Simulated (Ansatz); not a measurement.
Start from `[OH][Sn]([OH])([F])[Br]` and change one atom or group to get `[CH3][Sn]([OH])([OH])[F]`.

Ansatz, PBE0-D4/def2-TZVP geometries, multiplicity 1. Each molecule was computed in one conformer, which needn't be the lowest.

Elements past krypton have def2 core potentials. Scalar relativity is left out up to krypton.

```tsv
property	`[OH][Sn]([OH])([F])[Br]`
HOMO–LUMO gap (B3LYP/def2-TZVPP) / eV	6.07
size of the dipole moment (ωB97M-V/def2-TZVPP) / D	1.64
LUMO energy (B3LYP/def2-TZVPP) / eV	-2.84
HOMO–LUMO gap (PBE/def2-TZVPP) / eV	4.35
HOMO–LUMO gap (ωB97M-V/def2-TZVPP) / eV	10.97
size of the dipole moment (B3LYP/def2-TZVPP) / D	1.64
```

**Question.** Give the same properties after the change, and the shifts. (Estimate.)

**Answer.** The calculation gave: 
| property | `[CH3][Sn]([OH])([OH])[F]` | shift |
| --- | --- | --- |
| HOMO–LUMO gap (B3LYP/def2-TZVPP) / eV | 7.14 | 1.07 |
| size of the dipole moment (ωB97M-V/def2-TZVPP) / D | 1.61 | -0.03 |
| LUMO energy (B3LYP/def2-TZVPP) / eV | -1.40 | 1.44 |
| HOMO–LUMO gap (PBE/def2-TZVPP) / eV | 5.12 | 0.77 |
| HOMO–LUMO gap (ωB97M-V/def2-TZVPP) / eV | 12.05 | 1.08 |
| size of the dipole moment (B3LYP/def2-TZVPP) / D | 1.64 | 0.00 |

With PBE0 the HOMO rises by 0.39 eV and the LUMO rises by 1.47 eV, so the gap widens by about 1.08 eV. PBE moves the HOMO by 0.65 eV and ωB97M-V by 0.25 eV. The zero-point energy changes by 93.0 kJ/mol with +9 modes. Dipoles are sizes alone; their direction can turn.

B3LYP here is the variant with VWN-RPA as its local correlation; programs differ in this.

Spin–orbit coupling is left out; it splits and shifts lone-pair levels of the heavy atoms by tenths of an eV.
